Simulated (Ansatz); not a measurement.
Start from `NB1C[SiH2]1` and change one atom or group to get `B1C[SiH2]1`.

Ansatz, PBE0-D4/def2-TZVP geometries, multiplicity 1. Each molecule was computed in one conformer, which needn't be the lowest.

| property | `NB1C[SiH2]1` |
| --- | --- |
| size of the dipole moment (PBE/def2-TZVPP) / D | 2.42 |
| LUMO energy (B3LYP/def2-TZVPP) / eV | -0.66 |
| HOMO–LUMO gap (PBE/def2-TZVPP) / eV | 3.69 |
| HOMO–LUMO gap (ωB97M-V/def2-TZVPP) / eV | 9.84 |
| LUMO energy (ωB97M-V/def2-TZVPP) / eV | 1.53 |
| HOMO energy (PBE0/def2-TZVPP) / eV | -6.22 |

(1) Give the same properties after the change, and the shifts. (An estimate is asked.)

Answers

(1) The calculation gave: 
| property | `B1C[SiH2]1` | shift |
| --- | --- | --- |
| size of the dipole moment (PBE/def2-TZVPP) / D | 0.95 | -1.47 |
| LUMO energy (B3LYP/def2-TZVPP) / eV | -1.68 | -1.02 |
| HOMO–LUMO gap (PBE/def2-TZVPP) / eV | 3.49 | -0.20 |
| HOMO–LUMO gap (ωB97M-V/def2-TZVPP) / eV | 9.45 | -0.39 |
| LUMO energy (ωB97M-V/def2-TZVPP) / eV | 0.43 | -1.10 |
| HOMO energy (PBE0/def2-TZVPP) / eV | -6.95 | -0.73 |

With PBE0 the HOMO falls by 0.73 eV and the LUMO falls by 1.00 eV, so the gap narrows by about 0.27 eV. PBE moves the HOMO by -0.79 eV and ωB97M-V by -0.71 eV. The zero-point energy changes by -49.6 kJ/mol with -6 modes. Dipoles are sizes alone; their direction can turn.

B3LYP here is the variant with VWN-RPA as its local correlation; programs differ in this.
